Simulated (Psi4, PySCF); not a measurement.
The Psi4 input:
```
memory 2 GB

molecule {
1 1
Hg   -0.00000000   -0.00000000   -1.01427299
I     0.00000000    0.00000000    1.53097810
}

set {
  basis def2-tzvp
  scf_type pk
  puream true
  d_convergence 1e-8
  dft_radial_points 99
  dft_spherical_points 590
}

energy('revpbe')
print_variables()
```

Task: Write the same job for PySCF.

Result: Several could match; the one computed here: 
```python
from pyscf import gto, scf, dft

mol = gto.Mole()
mol.atom = '''
    Hg   -0.00000000   -0.00000000   -1.01427299
    I     0.00000000    0.00000000    1.53097810
'''
mol.basis = 'def2-tzvp'
mol.ecp = {'Hg': 'def2-tzvp', 'I': 'def2-tzvp'}
mol.charge = 1
mol.verbose = 4
mol.build()

mf = dft.RKS(mol)
mf.xc = 'revpbe'
mf.grids.atom_grid = (99, 590)
mf.grids.prune = None
mf.kernel()
```

Both were run: Psi4 gave -451.029086 Eh and PySCF -451.029085 Eh, 0.001 mEh apart.
